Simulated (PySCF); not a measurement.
A calculated (M06-2X, PySCF 2.14, cc-pVDZ-DK, scalar relativity by spin-free X2C-1e) atom or ion has these occupied shells.

```csv
shell,electrons,orbital energy (eV),"rms radius, mean of both spins (bohr)"
1s α,1,-557.46,0.231
1s β,1,-555.60,0.231
2s α,1,-48.169,1.21
2s β,1,-40.185,1.21
2p α,3,-31.106,1.23
```

Task: Name the element and its charge.

Result: O+ (oxygen, charge +1), in [He] 2s2 2p3, high-spin 4S determinant.
